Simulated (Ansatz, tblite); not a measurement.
Removing and adding an electron: HfSe2. Total charge 0; singlet. Geometry: PBE-D4/def2-TZVP. Ansatz, gas phase; energy differences of separate SCF runs; the oxidised species was run as a doublet alone; the reduced species was run as a doublet alone.

Cartesian coordinates in Å:
```
Hf 0.6482 -0.6264 -0.1273
Se -1.3994 -0.5222 -1.3002
Se 0.7512 1.1487 1.4275
```

In the def2 sets Hf takes a core potential; there is no spin–orbit coupling. The xTB rows come from tblite. The structure comes from a short search, and lower isomers may exist.

```json
{"level": "GFN1-xTB", "−HOMO (eV)": "9.04", "vertical IE (eV)": "12.31", "−LUMO (eV)": "7.54", "vertical EA (eV)": "4.24", "HOMO–LUMO gap (eV)": "1.50", "IE − EA (eV)": "8.08"}
{"level": "GFN2-xTB", "−HOMO (eV)": "10.62", "vertical IE (eV)": "12.78", "−LUMO (eV)": "8.58", "vertical EA (eV)": "6.52", "HOMO–LUMO gap (eV)": "2.04", "IE − EA (eV)": "6.26"}
{"level": "PBE-D4/def2-TZVP", "−HOMO (eV)": "5.24", "vertical IE (eV)": "7.87", "−LUMO (eV)": "4.35", "vertical EA (eV)": "–", "HOMO–LUMO gap (eV)": "0.89", "IE − EA (eV)": "–"}
{"level": "PBE-D4/def2-TZVPD", "−HOMO (eV)": "5.29", "vertical IE (eV)": "–", "−LUMO (eV)": "4.38", "vertical EA (eV)": "2.35", "HOMO–LUMO gap (eV)": "0.90", "IE − EA (eV)": "–"}
{"level": "r2SCAN-D4/def2-TZVP", "−HOMO (eV)": "5.45", "vertical IE (eV)": "7.95", "−LUMO (eV)": "4.11", "vertical EA (eV)": "–", "HOMO–LUMO gap (eV)": "1.34", "IE − EA (eV)": "–"}
{"level": "r2SCAN-D4/def2-TZVPD", "−HOMO (eV)": "5.47", "vertical IE (eV)": "–", "−LUMO (eV)": "4.13", "vertical EA (eV)": "2.46", "HOMO–LUMO gap (eV)": "1.35", "IE − EA (eV)": "–"}
{"level": "PBE0-D4/def2-TZVP", "−HOMO (eV)": "6.20", "vertical IE (eV)": "7.99", "−LUMO (eV)": "3.65", "vertical EA (eV)": "–", "HOMO–LUMO gap (eV)": "2.54", "IE − EA (eV)": "–"}
{"level": "PBE0-D4/def2-TZVPD", "−HOMO (eV)": "6.23", "vertical IE (eV)": "–", "−LUMO (eV)": "3.68", "vertical EA (eV)": "2.48", "HOMO–LUMO gap (eV)": "2.55", "IE − EA (eV)": "–"}
```

   Raw xTB energy differences between charge states are shifted by several eV; the methods need an empirical correction for them.
